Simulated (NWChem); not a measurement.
BO, doublet; SMILES [B]=O

```xyz
2

B      0.0000     0.0000    -0.7376
O      0.0000     0.0000     0.4642
```
Atoms are numbered in this order, from 1.

Results from NWChem. Pople sets run with spherical d functions. Spin-unrestricted. All runs use the structure optimised with PBE0/def2-SVP, spin-unrestricted. No stability test was run on the SCF state. Vzz is the largest principal value of the second derivative of the potential at the nucleus (NWChem prints the opposite sign); η is the asymmetry. Non-relativistic.

```tsv
level	Vzz B1 (a.u.)	η B1	Vzz O2 (a.u.)	η O2
PBE/6-31G*	-0.203	0.00	-0.349	0.00
PBE/def2-SVP	-0.226	0.00	-0.474	0.00
PBE0/def2-SVP	-0.257	0.00	-0.507	0.00
PBE0/cc-pVTZ	…	0.00	…	0.00
```

Q: Fill in the missing entries.

A: 
- PBE0/cc-pVTZ, Vzz B1 (a.u.): -0.279
- PBE0/cc-pVTZ, Vzz O2 (a.u.): -0.542
